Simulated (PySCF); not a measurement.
**From a computed spectrum to the compound**

A species of 5 atoms with charge -1 has these harmonic modes (PBE0, small Gaussian bases with core potentials, PySCF 2.14.0):

```tsv
cm⁻¹	km/mol	symmetry
76	0.0	e
76	0.0	e
90	11.3	t2
90	11.3	t2
90	11.3	t2
302	0.0	a1
312	75.8	t2
312	75.8	t2
312	75.8	t2
```

Problem. Which species is it, and in which structure?

Solution. [YbCl4]− (singlet in the valence; each metal's 4f electrons, 13 of them, lie in its core potential, out of spins and levels):
```xyz
5

Yb    0.0000    0.0000    0.0000
Cl    1.4351    1.4351    1.4351
Cl   -1.4351   -1.4351    1.4351
Cl    1.4351   -1.4351   -1.4351
Cl   -1.4351    1.4351   -1.4351
```
Ideal gas at 298.15 K and 1 bar: S = 395.7 J/(mol K), Cp = 102.0 J/(mol K), H − H(0 K) = 24.2 kJ/mol (rigid rotor, harmonic modes, spin degeneracy alone, that of the 4f electrons in the core included). An lcecp potential fixes the number of 4f electrons, so in runs with it no electron can move into or out of that shell.
 The answer isn't unique; the calculation gave this one.
